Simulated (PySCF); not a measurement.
A structure optimised at PBE-D3(BJ)/def2-TZVP, used in a PySCF frequency run:

```
Sb
Sb 1 2.5018
```
Charge 0, spin multiplicity 1.

Task: Write its SMILES, formula and point group.

Result: [Sb]#[Sb], Sb2, D∞h

Task: What are its rotational constants (standard atomic weights)?

Result: 1.3263 GHz (linear rotor, B only)
